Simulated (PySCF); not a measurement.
# B3P3H12O

The system: B3P3H12O, a molecule; neutral, singlet. The structure, one conformer, was relaxed in the gas phase by PBE0-D3(BJ)/def2-SVP. No frequency run checks that it is a minimum.

SMILES: O[BH-]1[PH2+][BH2-][PH2+][BH2-][PH2+]1

```xyz
19

P    -1.649    0.677    0.001
B    -0.255    1.973   -0.392
P     1.369    1.370    0.490
B     1.940   -0.471    0.241
P     0.406   -1.612    0.590
B    -1.299   -1.241   -0.424
O    -1.087   -1.348   -1.825
H    -2.842    1.067   -0.654
H    -2.067    0.777    1.354
H    -0.043    1.869   -1.586
H    -0.566    3.088   -0.021
H     2.430    2.223    0.102
H     1.317    1.683    1.874
H     2.158   -0.587   -0.952
H     2.882   -0.741    0.959
H     0.786   -2.958    0.358
H     0.129   -1.685    1.981
H    -2.180   -1.912    0.102
H    -1.452   -2.166   -2.166
```
Atoms count from 1 in this order.

Shieldings: GIAO PBE0/pcSseg-1. Shifts are against computed references at the same level: H TMS (σ 31.27 ppm). Core levels by delta-SCF with SCAN, pcX-2 on the ionised atom and pcseg-1 elsewhere, spin-free X2C (2p3/2 is the spin-free 2p value less a third of a first-order spin-orbit splitting); from the vacuum level, for chosen atoms.

Q: Give the NMR and core-level values of the distinct atoms.

A: 
```csv
atoms,bonded to,σ (ppm),δ (ppm),core level (eV)
P1,2 B + 2 H,455.1,-,2p3/2 136.79
B2,2 P + 2 H,148.5,-,1s 193.97
P3,2 B + 2 H,449.8,-,-
B4,2 P + 2 H,148.5,-,-
P5,2 B + 2 H,459.3,-,2p3/2 136.73
B6,1 O + 2 P + 1 H,116.1,-,1s 195.33
O7,1 B + 1 H,336.5,-,1s 537.77
H8,1 P,27.34,3.92,-
H9,1 P,27.93,3.33,-
H10,1 B,29.30,1.97,-
H11,1 B,29.64,1.63,-
H12,1 P,27.19,4.08,-
H13,1 P,27.61,3.66,-
H14,1 B,29.32,1.95,-
H15,1 B,29.63,1.64,-
H16,1 P,27.59,3.67,-
H17,1 P,28.00,3.26,-
H18,1 B,27.24,4.02,-
H19,1 O,31.35,-0.09,-
```

Values are those of this one static structure; atoms that internal rotation interchanges would show their mean in an NMR spectrum.

Q: By CAM-B3LYP/def2-SVPD (TDDFT singlets, Tamm-Dancoff triplets, ionisation by delta-SCF), where does absorption start, and what does vertical ionisation take?

A: The lowest singlet lies at 5.95 eV (f 0.007), the strongest of the first 6 at 6.87 eV (f 0.012), the lowest triplet at 5.60 eV; vertical ionisation takes 9.14 eV.
